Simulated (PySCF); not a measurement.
Record of a relaxation.

Species: CH6Ge2O.
Bonds: O1–C2 (double), C2–Ge3, C2–Ge4. Hydrogens: H5, H6, H7 on Ge3; H8, H9, H10 on Ge4.

Method: PBE0-D3(BJ)/def2-SVP geometry optimisation, gas phase (PySCF); density fitting, grid level 1; the optimiser is geomeTRIC in internal coordinates, started from a GFN2-xTB structure with every atom displaced at random (about 0.01 Å). The frame can shift and turn from step to step; on so coarse a grid that alone can change the energy by a few meV, and forces under 0.02 eV/Å are noise.

Step 0: E = -116182.5324 eV, largest atomic force 1.709 eV/Å
```
atom  x, y, z in Å  |  force x, y, z in eV/Å
O1      0.091    2.023    0.001   -0.097   1.706  -0.007
C2      0.022    0.839   -0.005    0.307  -1.476  -0.013
Ge3    -1.741   -0.094   -0.282    0.719   0.037   0.279
Ge4     1.743   -0.207    0.268   -1.232  -0.382   0.166
H5     -2.827    0.891   -0.464   -0.797   0.815  -0.110
H6     -1.656   -0.991   -1.468    0.140  -0.539  -0.832
H7     -2.011   -0.981    0.896   -0.122  -0.396   0.679
H8      2.027   -1.033   -0.944    0.148  -0.451  -0.769
H9      1.547   -1.170    1.424   -0.076  -0.268   0.361
H10     2.854    0.704    0.553    1.011   0.953   0.245
```

Step 1: E = -116182.6865 eV, largest atomic force 0.420 eV/Å
```
atom  x, y, z in Å  |  force x, y, z in eV/Å
O1      0.233    2.257   -0.201   -0.024  -0.322  -0.021
C2      0.167    1.052   -0.208   -0.046   0.267   0.025
Ge3    -1.605    0.118   -0.485   -0.228  -0.070  -0.083
Ge4     1.832   -0.052    0.084    0.353   0.076   0.001
H5     -2.735    1.171   -0.673    0.244  -0.235   0.040
H6     -1.490   -0.807   -1.736   -0.029   0.185   0.241
H7     -1.880   -0.779    0.756    0.030   0.150  -0.201
H8      2.114   -0.891   -1.196   -0.041   0.142   0.216
H9      1.596   -1.026    1.268    0.027   0.102  -0.132
H10     3.012    0.923    0.389   -0.286  -0.295  -0.086
```

Step 2: E = -116182.7046 eV, largest atomic force 0.074 eV/Å
```
atom  x, y, z in Å  |  force x, y, z in eV/Å
O1      0.222    2.250   -0.203    0.021  -0.032  -0.005
C2      0.164    1.048   -0.204   -0.037   0.035   0.005
Ge3    -1.607    0.118   -0.485   -0.011  -0.029  -0.010
Ge4     1.838   -0.049    0.085    0.048   0.057   0.003
H5     -2.720    1.159   -0.675    0.021  -0.004   0.003
H6     -1.494   -0.797   -1.722    0.000   0.009   0.005
H7     -1.890   -0.769    0.743   -0.008   0.003   0.003
H8      2.115   -0.879   -1.183   -0.006   0.004  -0.004
H9      1.608   -1.018    1.260   -0.008  -0.008   0.010
H10     3.008    0.904    0.382   -0.020  -0.035  -0.010
```

Step 3: E = -116182.7050 eV, largest atomic force 0.026 eV/Å
```
atom  x, y, z in Å  |  force x, y, z in eV/Å
O1      0.225    2.251   -0.203   -0.024  -0.006  -0.008
C2      0.163    1.050   -0.202    0.023   0.000   0.008
Ge3    -1.607    0.115   -0.484   -0.002  -0.004   0.003
Ge4     1.838   -0.046    0.086    0.000   0.007   0.006
H5     -2.716    1.157   -0.677   -0.005   0.009  -0.002
H6     -1.490   -0.799   -1.720    0.004   0.001  -0.003
H7     -1.893   -0.770    0.744   -0.002   0.002   0.002
H8      2.108   -0.875   -1.184   -0.002  -0.003  -0.007
H9      1.606   -1.017    1.259   -0.001  -0.004   0.002
H10     3.010    0.900    0.380    0.007  -0.002   0.000
```

Step 4: E = -116182.7051 eV, largest atomic force under 0.02 eV/Å
```
atom  x, y, z in Å  |  force x, y, z in eV/Å
O1      0.220    2.250   -0.204   -0.002   0.013  -0.002
C2      0.162    1.048   -0.200    0.007  -0.008   0.001
Ge3    -1.607    0.114   -0.484    0.006  -0.009   0.007
Ge4     1.840   -0.045    0.086   -0.017  -0.009   0.004
H5     -2.714    1.159   -0.680   -0.003   0.007  -0.002
H6     -1.489   -0.799   -1.719    0.000  -0.004  -0.004
H7     -1.898   -0.769    0.745   -0.003   0.000   0.000
H8      2.107   -0.873   -1.185   -0.002  -0.001  -0.003
H9      1.609   -1.017    1.260    0.001   0.002  -0.004
H10     3.014    0.898    0.378    0.013   0.008   0.003
```

**Question.** Summarise the path.

**Answer.** The energy falls by 16.67 kJ/mol from step 0 to step 4; nine tenths of that is first reached at step 2. It falls at every step. The largest force goes from 1.709 to under 0.02 eV/Å. Among the bonds Ge4–H10 changes most, from 1.465 to 1.534 Å; the atoms move by 0.047 Å rms after alignment.

What follows is the cost of the whole optimisation. Time: 33 s wall; peak memory 0.51 GiB. Hardware: one thread, Arm Neoverse V1 (aarch64), shared host with 64 logical CPUs at a one-minute load of 15.
